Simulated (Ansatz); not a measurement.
CHCl, SMILES `[CH]Cl` (triplet; the order of the spin states depends on the level) (charge 0, multiplicity 3). This triplet lies 0.28 eV above the relaxed singlet at the level composite: frozen-core CCSD(T) with HF/cc-pVQZ and the correlation energy extrapolated as X^-3 from cc-pVTZ and cc-pVQZ, plus CCSDT(Q) minus CCSD(T) in cc-pVDZ // PBE0-D3(BJ)/def2-TZVP (Ansatz, a program for electronic structure); other levels give the other order.

Calculation: B3LYP/cc-pVTZ // PBE0-D3(BJ)/def2-TZVP in Ansatz.

Ansatz 0.2 input:
```yaml
crystal:
  periodic: [false, false, false]
  atoms:
    - { symbol: C, position_ang: [-0.237653, 0.366997, 0.0] }
    - { symbol: Cl, position_ang: [1.344439, -0.087333, -0.000004] }
    - { symbol: H, position_ang: [-1.106786, -0.279663, 0.000004] }
basis:
  gaussian: { orbitals: cc-pVTZ }
hamiltonian:
  xc: b3lyp
magnetization:
  spin_polarized: true
  initial_magnetization: 2
```

Output:

```
Functional definition: B3LYP
512 factors; their error is unknown
mean field evaluation 1: about -13568.7976 eV, gradient 2.9e1 eV
mean field evaluation 2: about -13563.6496 eV, gradient 4.2e1 eV
mean field evaluation 4: about -13573.3142 eV, gradient 1.5e0 eV
mean field evaluation 8: about -13573.3842 eV, gradient 3.6e-2 eV
mean field evaluation 16: about -13573.3842 eV, gradient 5.3e-5 eV
mean field -13573.38420195 eV, -498.8126690516 hartree, gradient 5.3e-5 eV, S^2 2.006689; 0 other end points of the search recorded, 0 dependent functions left out
reference -13573.38438520 eV, -498.8126757858 hartree; 13, 11 occupied and 65, 67 virtual orbitals, 512 factors
Total energy: -13573.38438520 eV, -498.8126757858 hartree
```
